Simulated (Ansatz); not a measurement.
Reaction (cleavage of the Al–Si bond): `[SiH3][Al]([Cl])[Cl]` + CH₃OH → `C[O][Al]([Cl])[Cl]` + SiH₄

Gas-phase electronic energies from Ansatz, PBE0-D4/def2-TZVP geometries. CCSD(T)/CBS is the MP2 limit (def2-TZVPP, def2-QZVPP) plus CCSD(T) − MP2 in def2-TZVPP, frozen cores. This one scheme is used for every species. Each species was taken in one conformer, which may not be the lowest.

```csv
species,MP2/def2-QZVPP energy (Eh)
`[SiH3][Al]([Cl])[Cl]`,-1452.45848
CH₃OH,-115.55941
`C[O][Al]([Cl])[Cl]`,-1276.64691
SiH₄,-291.42099
```

Q: Work out ΔE.

A: ΔE = (-1276.64691) + (-291.42099) − (-1452.45848) − (-115.55941) = -0.05001 Eh = -131.3 kJ/mol. CCSD(T)/CBS gives -120.8 kJ/mol.

Largest T1 diagnostic among the species: 0.011.

In def2-TZVPP, CCSD(T) changes the Hartree–Fock value by +14.8 kJ/mol (the triples alone add +2.1 kJ/mol) and MP2 by +5.8 kJ/mol. From BLYP to BHLYP (50 % exact exchange), in def2-TZVPP and without D4, ΔE moves by −11.8 kJ/mol. At CCSD(T), def2-SVP lies −7.7 kJ/mol from the extrapolated value and def2-TZVPP −2.3 kJ/mol.
